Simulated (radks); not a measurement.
Results of a calculation; reference values are marked as such.
Tm44+, 25 electrons, occupied as [Ar] 3d7 (the NIST ground configuration). Code: a radial shooting solver on a logarithmic mesh with Libxc functionals. Model: Dirac Kohn-Sham, exchange-only PBE, spin-unpolarised, spherical densities, finite nucleus; open shells fill j = l - 1/2 first; Fermi nuclear charge, rms radius 5.2256 fm.

Unscreened Slater integrals over Kohn-Sham orbitals (eV). Large and small components are both included.

integral,value
"F0(3d5/2,3d5/2)",129.50
"F2(3d5/2,3d5/2)",66.640
"F4(3d5/2,3d5/2)",43.031
"F0(3d5/2,3d3/2)",130.78
"F2(3d5/2,3d3/2)",67.043
"G2(3d5/2,3d3/2)",65.987
"G4(3d5/2,3d3/2)",42.593
"F0(3d5/2,3p3/2)",119.91
"F2(3d5/2,3p3/2)",57.445
"G1(3d5/2,3p3/2)",60.909
"G3(3d5/2,3p3/2)",40.768
"F0(3d5/2,3p1/2)",124.01
"G3(3d5/2,3p1/2)",43.917
"F0(3d3/2,3d3/2)",132.12
"F2(3d3/2,3d3/2)",67.511
"F0(3d3/2,3p3/2)",120.90
"F2(3d3/2,3p3/2)",57.287
"G1(3d3/2,3p3/2)",59.957
"G3(3d3/2,3p3/2)",40.122
"F0(3d3/2,3p1/2)",125.12
"G1(3d3/2,3p1/2)",66.884
"F0(3p3/2,3p3/2)",114.29
"F2(3p3/2,3p3/2)",57.160
"F0(3p3/2,3p1/2)",117.60
"G2(3p3/2,3p1/2)",57.526
"F0(3p1/2,3p1/2)",121.34
